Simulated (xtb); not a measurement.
xtb input (GFN2-xTB):

```bash
xtb mol.xyz --gfn 2 --ohess tight --chrg 0 --uhf 0
```
mol.xyz:
```
3

Ti     0.01860262    -0.03771340    -0.00609176
O      1.23231142     0.23138000    -0.98239473
O     -1.20803447    -0.20210811     1.04529195
```

Output:

```
           -------------------------------------------------
          |                Calculation Setup                |
           -------------------------------------------------

           -------------------------------------------------
          |                 G F N 2 - x T B                 |
           -------------------------------------------------

        Reference                      10.1021/acs.jctc.8b01176
      * Hamiltonian:
        H0-scaling (s, p, d)           1.850000    2.230000    2.230000
        zeta-weighting                 0.500000
      * Dispersion:
        s8                             2.700000
        a1                             0.520000
        a2                             5.000000
        s9                             5.000000
      * Repulsion:
        kExp                           1.500000    1.000000
        rExp                           1.000000
      * Coulomb:
        alpha                          2.000000
        third order                    shell-resolved
        anisotropic                    true
        a3                             3.000000
        a5                             4.000000
        cn-shift                       1.200000
        cn-exp                         4.000000
        max-rad                        5.000000

          ...................................................
          :                      SETUP                      :
          :.................................................:
          :  # basis functions                  18          :
          :  # atomic orbitals                  17          :
          :  # shells                            7          :
          :  # electrons                        16          :
          :  max. iterations                   250          :
          :  Hamiltonian                  GFN2-xTB          :
          :  restarted?                      false          :
          :  GBSA solvation                  false          :
          :  PC potential                    false          :
          :  electronic temp.          300.0000000     K    :
          :  accuracy                    1.0000000          :
          :  -> integral cutoff          0.2500000E+02      :
          :  -> integral neglect         0.1000000E-07      :
          :  -> SCF convergence          0.1000000E-05 Eh   :
          :  -> wf. convergence          0.1000000E-03 e    :
          :  Broyden damping             0.4000000          :
          :  net charge                          0          :
          :  unpaired electrons                  0          :
          ...................................................

 iter      E             dE          RMSdq      gap      omega  full diag
   1     -9.6406430 -0.964064E+01  0.239E+01    0.47       0.0  T
   2     -9.6613454 -0.207024E-01  0.133E+01    1.50       1.0  T
   3     -9.1566624  0.504683E+00  0.143E+01    0.33       1.0  T
   4     -9.6218375 -0.465175E+00  0.397E+00    1.10       1.0  T
   5     -9.6677390 -0.459015E-01  0.283E+00    1.23       1.0  T
   6     -9.6747828 -0.704384E-02  0.170E+00    1.01       1.0  T
[...]
 q only:       -0.285      -1.596      -0.692
   full:       -0.536      -3.000      -1.302       8.422
molecular quadrupole (traceless):
                xx          xy          yy          xz          yz          zz
 q only:       -3.038      -0.940       4.043       5.067       1.356      -1.005
  q+dip:       -4.806      -0.373       6.809       5.821       3.135      -2.003
   full:       -5.228      -1.127       7.142       7.748       2.769      -1.913

           -------------------------------------------------
          |                Geometry Summary                 |
           -------------------------------------------------

      molecular mass/u    :       79.8655548
   center of mass at/Å    :       -0.0240889      -0.2178033      -0.0743521
  moments of inertia/u·Å² :        0.1528508E+02   0.5950414E+02   0.7478922E+02
rotational constants/cm⁻¹ :        0.1102882E+01   0.2833018E+00   0.2254019E+00

 * 2 selected distances

     #   Z          #   Z                                           value/Å
     1  22 Ti       2   8 O                                       1.6298188 (min)
     1  22 Ti       3   8 O                                       1.6299823 (max)

 * 1 distinct bonds (by element types)

   Z      Z             #   av. dist./Å        max./Å        min./Å
   8 O   22 Ti          2     1.6299005     1.6299823     1.6298188

           -------------------------------------------------
          |               Frequency Printout                |
           -------------------------------------------------
 projected vibrational frequencies (cm⁻¹)
eigval :       -0.00    -0.00    -0.00     0.00     0.00     0.00
eigval :      273.76   810.35   830.29
 reduced masses (amu)
   1: 26.76   2: 27.61   3: 30.11   4: 40.05   5: 21.53   6: 22.61   7: 23.71   8: 21.06
   9: 26.16
 IR intensities (km·mol⁻¹)
   1: 66.02   2: 29.76   3: 29.81   4: 46.14   5: 28.08   6: 36.22   7: 71.96   8: 13.19
   9: 24.51
 Raman intensities (Ä⁴*amu⁻¹)
   1:  0.00   2:  0.00   3:  0.00   4:  0.00   5:  0.00   6:  0.00   7:  0.00   8:  0.00
   9:  0.00
 output can be read by thermo (or use thermo option).
 writing <g98.out> molden fake output.
 recommended (thermochemical) frequency scaling factor: 1.0
           -------------------------------------------------
          |             Thermodynamic Functions             |
           -------------------------------------------------

c2v symmetry found (for desy threshold:  0.10E+00) used in thermo

          ...................................................
          :                      SETUP                      :
          :.................................................:
          :  # frequencies                           3      :
          :  # imaginary freq.                       0      :
          :  linear?                             false      :
          :  only rotor calc.                    false      :
          :  symmetry                              c2v      :
          :  rotational number                       2      :
          :  scaling factor                  1.0000000      :
          :  rotor cutoff                   50.0000000 cm⁻¹ :
          :  imag. cutoff                  -20.0000000 cm⁻¹ :
          :.................................................:

    mode    ω/cm⁻¹     T·S(HO)/kcal·mol⁻¹    T·S(FR)/kcal·mol⁻¹   T·S(vib)
   ------------------------------------------------------------------------
       1    273.76    -0.46879 ( 99.89%)    -0.55250 (  0.11%)    -0.46888
   ------------------------------------------------------------------------

   temp. (K)  partition function   enthalpy   heat capacity  entropy
                                   cal/mol     cal/K/mol   cal/K/mol   J/K/mol
Note: The following floating-point exceptions are signalling: IEEE_DENORMAL
normal termination of xtb
 298.15  VIB   1.42                  376.243      2.957      1.956
         ROT  0.996E+04              888.752      2.981     21.277
         INT  0.141E+05             1264.995      5.938     23.232
         TR   0.691E+27             1481.254      4.968     39.030
         TOT                        2746.2488    10.9060    62.2625   260.5065

       T/K    H(0)-H(T)+PV         H(T)/Eh          T*S/Eh         G(T)/Eh
   ------------------------------------------------------------------------
    298.15    0.437643E-02    0.873775E-02    0.295829E-01   -0.208452E-01
   ------------------------------------------------------------------------

         :::::::::::::::::::::::::::::::::::::::::::::::::::::
         ::                  THERMODYNAMIC                  ::
         :::::::::::::::::::::::::::::::::::::::::::::::::::::
         :: total free energy          -9.668626485138 Eh   ::
         ::.................................................::
         :: total energy               -9.647781292504 Eh   ::
         :: zero point energy           0.004361324393 Eh   ::
         :: G(RRHO) w/o ZPVE           -0.025206517027 Eh   ::
         :: G(RRHO) contrib.           -0.020845192634 Eh   ::
         :::::::::::::::::::::::::::::::::::::::::::::::::::::

optimized geometry written to: xtbopt.xyz

           -------------------------------------------------
          | TOTAL ENERGY               -9.647781292504 Eh   |
          | TOTAL ENTHALPY             -9.639043542010 Eh   |
          | TOTAL FREE ENERGY          -9.668626485138 Eh   |
          | GRADIENT NORM               0.000108660012 Eh/α |
          | HOMO-LUMO GAP               1.718055765131 eV   |
           -------------------------------------------------

------------------------------------------------------------------------
------------------------------------------------------------------------
 total:
 SCF:
 ANC optimizer:
 analytical hessian:
```
